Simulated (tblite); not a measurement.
Q: What does the GFN2-xTB structure of `FC1CP(n2cccc2)C1` look like in three dimensions?

A: 
```
atom  x, y, z in Å
F1    -2.5086    1.7035    0.5422
C2    -2.4878    0.3742    0.1799
C3    -1.6847   -0.4935    1.1530
P4    -0.6942   -1.2742   -0.2505
N5     0.8385   -0.5361   -0.0309
C6     2.0126   -1.2305   -0.2077
C7     3.0607   -0.3981    0.0326
C8     2.5173    0.8641    0.3715
C9     1.1617    0.7506    0.3251
C10   -1.6587    0.1187   -1.0819
H11   -3.5359    0.0727    0.0867
H12   -2.2815   -1.1824    1.7477
H13   -1.0622    0.1052    1.8174
H14    1.9910   -2.2647   -0.4933
H15    4.1020   -0.6466   -0.0239
H16    3.0723    1.7486    0.6168
H17    0.4114    1.4925    0.5193
H18   -2.2377   -0.1648   -1.9586
H19   -1.0262    0.9699   -1.3331
```

Orientation and origin are arbitrary. Atoms count from 1 in this order. Of the pairs four or more bonds apart, C9···H19 is among the closest relative to their van der Waals radii: 2.75 Å, 95 % of the sum of Bondi's values. The C–C distances run from 1.360 Å (C6–C7, aromatic) to 1.531 Å (C2–C3, drawn single), a spread of 0.171 Å. The 5-membered ring N5–C6–C7–C8–C9 has internal angles of 107.0° to 109.0°; it is planar, 0.00 Å rms from its mean plane, widest ring torsion 0°. P4 (three-coordinate phosphorus) is pyramidal (angles 101.3°, 101.3° and 75.8°, sum 278.3°, 0.98 Å off the plane of its three neighbours).

Bonds between heavy atoms (Å): F1–C2 1.378, C2–C3 1.531, C3–P4 1.887, P4–N5 1.715, N5–C6 1.376, C6–C7 1.360, C7–C8 1.415, C8–C9 1.361, P4–C10 1.887, C2–C10 1.531, N5–C9 1.374.

Structure optimised with GFN2-xTB, isolated species.

Point group: Cs (tolerance 0.08 Å). Its GFN2-xTB frequencies are all real (lowest 26 cm⁻¹). One conformer, not necessarily the lowest (C3–P4–N5–C6 141°, F1–C2–C3–P4 -130°, C2–C3–P4–N5 108°, C3–P4–C10–C2 -9°, F1–C2–C10–P4 130°). 3 starts were optimised and ended at 0.00, 0.12 and 0.50 kcal/mol (GFN2-xTB); the lowest of these is shown.

All values are computed, not measured.
